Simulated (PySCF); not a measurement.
## How methods differ on the ionisation energy of S²⁺

S²⁺ [Ne] 3s2 3p2 (3P) → S³⁺ [Ne] 3s2 3p1 (2P), as a difference of total energies. Computed with PySCF 2.14 in cc-pV(D+d)Z (4s3p2d, 23 functions), with no relativity, point nucleus. Correlated levels: valence: [Ne] frozen. The calculations carry no spin-orbit coupling.

| method | ionisation energy (eV) |
| --- | --- |
| UHF | 34.129 |
| PBE | 34.841 |
| TPSS | 34.879 |
| MP2 (valence) | 34.454 |
| SCS-MP2 (valence) | 34.373 |
| CCSD (valence) | 34.489 |
| CCSD(T) (valence) | 34.498 |

Problem. How much does correlation contribute at CCSD(T) (valence)?

Solution. 34.498 − (34.129) = 0.369 eV, measured against UHF.

The reference lies between the lowest fine-structure levels, while these numbers refer to the centres of the terms.

Errors of the correlated levels include the incompleteness of this basis and the frozen core.

For comparison: 34.86 ± 0.04 eV (semi-empirical (NIST evaluation); NIST Atomic Spectra Database, ionization energies).
